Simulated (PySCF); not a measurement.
Structure from 2D NMR

Compound of formula C2H12O2Si4. Correlations simulated from computed shifts and the bond graph:

HSQC (one-bond C–H):
```
  δH     δC
6.80  148.7
6.57  142.0
6.17  142.0
```

COSY cross peaks (H two or three bonds apart, from the bond graph; peaks can be absent where the dihedral angle is near 90°):
```
  δH    δH
6.80  6.57
6.80  6.17
6.80  5.91
6.57  6.17
5.91  5.59
5.91  5.51
5.59  5.51
```

HMBC (two and three bonds, from the bond graph):
```
  δH            δC
6.80         142.0
6.57         148.7
6.17         148.7
5.91  148.7, 142.0
5.59         148.7
5.51         148.7
```

One conformer, non-relativistic, equivalent nuclei averaged, no solvent. Geometry: GFN2-xTB; shielding tensors at PBE0/pcSseg-1 (GIAO); PySCF 2.14.0 with density-fitted response routines.

Shifts are taken against calculated references (same method and geometry level): $^{1}$H (31.72 ppm) and $^{13}$C (186.93 ppm) vs TMS.

Exchangeable hydrogens are left out of these lists.

Task: Assemble the structure.

Result: SMILES [SiH3]O[Si@@H](C=C)[SiH2]O[SiH3].

Mapped SMILES: `[CH2:1]=[CH:2][Si@H:3]([O:4][SiH3:5])[SiH2:6][O:7][SiH3:8]`. Hydrogens are named by the atom that carries them. Ha(C1) is cis to Si3; Ha(Si6) is pro-R; Hb(Si6) is pro-S; Hb(C1) is trans to Si3.

- δC 148.7 is C2, an alkene CH (δH 6.80).
- δC 142.0 is C1, a terminal =CH2 carbon (δH 6.57, 6.17).
- COSY links 6.80–6.57, 6.80–6.17, 6.80–5.91, 6.57–6.17, 5.91–5.59, 5.91–5.51.

This is the structure that produced the data.

Shifts are as computed. Against solution values, carbons near 30 ppm lie about +3 ppm off and those near 130 ppm about +5 ppm. Of 1211 compounds with measured shifts, 218 miss one by over three times the rms of a fit or turn the order of signals round; such compounds aren't used in these exercises.
